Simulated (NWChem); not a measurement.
Molecule: AlNH$_{3}$OCl; SMILES [NH2][Al]([OH])[Cl]

```xyz
7

Al     0.0866    -0.3426     0.0000
Cl    -0.1574     1.7504     0.0000
O      1.6872    -0.9315     0.0000
H      1.8867    -1.8750     0.0000
N     -1.3677    -1.3515     0.0000
H     -1.3935    -2.3628     0.0000
H     -2.3053    -0.9696     0.0000
```
Atoms are numbered in this order, from 1.

Results from NWChem. Pople sets run with spherical d functions. Geometry: optimised at B3LYP/6-31G* (spherical d). Atomic charges in e: unrestrained fits to the electrostatic potential beside Mulliken populations; buried atoms are poorly determined by the fit.

For level B3LYP/def2-SVP:

```
Property      Value
------------  -----
ESP Al1        1.02
Mulliken Al1   0.76
ESP O3        -0.78
Mulliken O3   -0.46
ESP N5        -1.04
Mulliken N5   -0.43
```

Task: How do the values read with level Hartree-Fock/6-31G* instead?

Result: The ESP Al1 is 1.32 and the Mulliken Al1 is 1.19. The ESP O3 is -0.92. The Mulliken O3 is -0.94. The ESP N5 is -1.29 and the Mulliken N5 comes out as -1.10.
